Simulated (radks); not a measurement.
Question: The ytterbium ion Yb12+ is in [Kr] 4d10 4f9 5s2 5p1. All-electron calculation, scalar-relativistic Kohn-Sham, LDA (Slater exchange, Perdew-Wang correlation), spin-polarised, spherical densities, finite nucleus; Fermi nuclear charge, rms radius of each element as measured or else 0.836 A^(1/3) + 0.57 fm. Program: a radial shooting solver on a logarithmic mesh with Libxc functionals. Open shells are filled with parallel spins first. One electron is removed from 5p, 4f, 4d, 5s in turn, with full relaxation. Which removal costs least, and what does each cost?

Answer: 5p 236.03 eV; 4f 255.99 eV; 5s 270.58 eV; 4d 437.80 eV. The 5p electron leaves first.
